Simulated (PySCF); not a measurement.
**Two-component Hartree-Fock for Sr⁺ (strontium, charge +1)**

Start: [Kr] 5s1; 5s1/2 filled at m_j = +1/2. Calculated with PySCF 2.14 in x2c-TZVPall-2c with one added diffuse shell each of s, p, d type (9s10p8d1f, 86 functions): generalised Hartree-Fock with the X2C-1e Hamiltonian and a Gaussian nucleus; one run each with spin-orbit coupling (SO) switched off, then screened by Boettger's factors. This is a chosen level, not necessarily the ground level.

| spinor shell | electrons | ε, spin-free (eV) | ε, screened SO (eV) | weight of nominal j (screened SO) | rms radius, screened SO (bohr) |
| --- | --- | --- | --- | --- | --- |
| 1s1/2 | 2 | -16203.7 | -16203.1 | 1.000 | 0.0451 |
| 2s1/2 | 2 | -2267.6 | -2267.4 | 1.000 | 0.187 |
| 2p1/2 | 2 | -2009.8 | -2057.0 | 1.000 | 0.164 |
| 2p3/2 | 4 | -2009.8 | -1987.4 | 1.000 | 0.167 |
| 3s1/2 | 2 | -385.80 | -385.76 | 1.000 | 0.524 |
| 3p1/2 | 2 | -300.03 | -307.60 | 1.000 | 0.528 |
| 3p3/2 | 4 | -300.03 | -296.43 | 1.000 | 0.539 |
| 3d3/2 | 4 | -158.16 | -159.29 | 1.000 | 0.545 |
| 3d5/2 | 6 | -158.16 | -157.36 | 1.000 | 0.548 |
| 4s1/2 | 2 | -59.026 | -59.019 | 1.000 | 1.45 |
| 4p1/2 | 2 | -35.818 | -36.695 | 0.998 | 1.66 |
| 4p3/2 | 4 | -35.818 | -35.399 | 0.999 | 1.69 |
| 5s1/2 | 1 | -10.480 | -10.480 | 1.000 | 4.29 |

| quantity | spin-free | screened SO |
| --- | --- | --- |
| E (hartree) | -3177.01780 | -3177.26632 |
| M_J | 1/2 | 1/2 |
| ⟨J²⟩ | 0.750 | 0.750 |
| ⟨L²⟩ | 0.000 | 0.006 |
| ⟨S²⟩ | 0.750 | 0.756 |

Breit and QED terms are absent; they matter most for the inner s and p1/2 levels.

Densities and radii are taken from the X2C orbitals without a picture-change correction, which distorts them close to the nucleus.

Without spin-orbit coupling the j labels of p, d and f shells carry no meaning; the spin-free column gives the mean over the occupied spinors of each nl shell.
